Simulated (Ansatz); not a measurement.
Correlation energies of C$_{3}$H$_{7}$BSSi (`S=CCB1C[SiH2]1`) by basis set

```xyz
13

S     2.730    1.701   -1.784
C     1.284    1.015   -1.609
C     1.006   -0.268   -0.922
B     0.084   -0.089    0.326
C    -0.398   -0.989    1.434
Si   -1.715    0.352    0.863
H     0.394    1.523   -1.990
H     0.391   -0.896   -1.591
H     1.926   -0.812   -0.696
H    -0.401   -0.603    2.458
H    -0.310   -2.074    1.426
H    -2.888    0.033    0.009
H    -2.105    1.107    2.074
```

Total charge 0; spin multiplicity 1. The geometry is a stationary point of PBE0-D4/def2-TZVP. It is one conformer, not always the lowest. Frozen core, restricted reference, the Gaussian-basis code of Ansatz. CBS rows extrapolate triple and quadruple zeta; past MP2 they add the triple-zeta difference.

| basis | HF (Eh) | MP2 corr. |
| --- | --- | --- |
| def2-TZVPP | -828.80767 | -0.88461 |
| def2-QZVPP | -828.83396 | -0.94534 |

(1) Estimate the CCSD correlation energy and the (T) correction in each basis where they were run (hartree).

## Answers

(1) 
| basis | CCSD corr. | (T) |
| --- | --- | --- |
| def2-TZVPP | -0.94491 | -0.04724 |
| CBS(def2) | -1.05064 | as TZ |
